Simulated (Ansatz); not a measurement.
Consider the cleavage of the B–B bond: `C#CBBC` + `O[SiH2]F` → `CBO[SiH2]F` + `BC#C`.

Isolated molecules relaxed with PBE0-D4/def2-TZVP in Ansatz; ΔE leaves out vibrations. CCSD(T)/CBS is the MP2 limit (def2-TZVPP, def2-QZVPP) plus CCSD(T) − MP2 in def2-TZVPP, frozen cores. Functionals use def2-TZVPP. B3LYP here is the variant with VWN-RPA as its local correlation; programs differ in this. Each species was taken in one conformer, which may not be the lowest.

`C#CBBC`:

Cartesian coordinates in Å:
```
C 0.381 1.515 -2.555
C 0.395 1.333 -1.359
B 0.406 1.055 0.120
B 0.462 -0.489 0.717
C -0.771 -1.362 1.105
H 0.370 1.688 -3.607
H 0.385 1.998 0.865
H 1.553 -0.960 0.927
H -0.806 -1.349 2.205
H -0.635 -2.414 0.839
H -1.740 -1.015 0.743
```

`O[SiH2]F`:

Cartesian coordinates in Å:
```
O -0.857 0.773 -0.537
Si 0.226 -0.108 0.304
F 1.636 -0.145 -0.444
H -1.211 0.419 -1.354
H 0.408 0.581 1.595
H -0.202 -1.520 0.437
```

`CBO[SiH2]F`:

Cartesian coordinates in Å:
```
C -1.627 -0.104 -1.247
B -0.232 -0.321 -0.592
O 0.079 0.279 0.592
Si 1.453 0.286 1.481
F 2.206 1.664 1.228
H -1.502 0.322 -2.250
H -2.289 0.543 -0.670
H -2.121 -1.069 -1.406
H 0.603 -1.023 -1.107
H 2.355 -0.809 1.064
H 1.075 0.232 2.907
```

`BC#C`:

```xyz
6

B     0.584   -0.638    0.732
C    -0.190    0.207   -0.237
C    -0.813    0.888   -1.019
H     0.201   -0.756    1.856
H     1.581   -1.189    0.376
H    -1.363    1.488   -1.707
```

```
             level  ΔE (kcal/mol)  difference from CCSD(T)/CBS
            PBE-D4          -31.0                          3.8
         r2SCAN-D4          -33.3                          1.5
           PBE0-D4          -32.3                          2.5
          B3LYP-D4          -34.9                         -0.1
           ωB97X-V          -34.3                          0.5
           ωB97M-V          -35.1                         -0.3
            B2PLYP          -35.6                         -0.8
               PBE          -30.9                          3.9
            r2SCAN          -33.3                          1.5
              PBE0          -32.2                          2.6
             B3LYP          -34.7                          0.1
     HF/def2-TZVPP          -38.7                         -3.9
    MP2/def2-TZVPP          -36.1                         -1.3
SCS-MP2/def2-TZVPP          -36.7                         -1.9
   CCSD/def2-TZVPP          -35.6                         -0.8
CCSD(T)/def2-TZVPP          -35.4                         -0.6
     HF/def2-QZVPP          -38.9                         -4.1
    MP2/def2-QZVPP          -35.8                         -1.0
SCS-MP2/def2-QZVPP          -36.4                         -1.6
      HF/CBS(def2)          -38.9                         -4.1
     MP2/CBS(def2)          -35.5                         -0.7
    CCSD/CBS(def2)          -35.0                         -0.2
       CCSD(T)/CBS          -34.8                            0
```

Largest T1 diagnostic among the species: 0.014.

In def2-TZVPP, CCSD(T) changes the Hartree–Fock value by +3.3 kcal/mol (the triples alone add +0.2 kcal/mol) and MP2 by +2.6 kcal/mol. From PBE to PBE0 (25 % exact exchange), in def2-TZVPP and without D4, ΔE moves by −1.3 kcal/mol.
